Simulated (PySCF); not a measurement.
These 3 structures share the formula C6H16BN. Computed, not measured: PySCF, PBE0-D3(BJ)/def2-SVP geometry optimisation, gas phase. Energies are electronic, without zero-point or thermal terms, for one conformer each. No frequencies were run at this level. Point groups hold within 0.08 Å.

Problem. Order them by energy at this level, lowest first, and give relative energies in kcal/mol.
A. `[CH3:1][C@H:2]1[CH2:3][BH2-:4][N+:5]([CH3:6])([CH3:7])[CH2:8]1` with C1–C2–C3–B4 153°, C2–C3–B4–N5 -8°, C3–B4–N5–C6 -138°, B4–N5–C8–C2 38°
B. `CN(C)BC(C)(C)C`
C. `[BH3-:1][N+:2]([CH3:3])([CH3:4])[CH2:5][CH:6]1[CH2:7][CH2:8]1` with B1–N2–C5–C6 -179°, N2–C5–C6–C7 88°

Solution. B (0.0), A (14.7), C (44.3).

As drawn, the highest has a three-membered ring, which the lowest lacks.

| SMILES | E (Eh) | E rel (kcal/mol) | dipole (D) | point group | A, B, C (MHz) |
| --- | --- | --- | --- | --- | --- |
| CN(C)BC(C)(C)C | -317.30031 | 0.0 | 1.86 | – | 3159, 1203, 1095 |
| C[C@H]1C[BH2-][N+](C)(C)C1 | -317.27691 | 14.7 | 4.40 | C1 | 3333, 1454, 1329 |
| [BH3-][N+](C)(C)CC1CC1 | -317.22976 | 44.3 | 5.45 | C1 | 3694, 1213, 1180 |
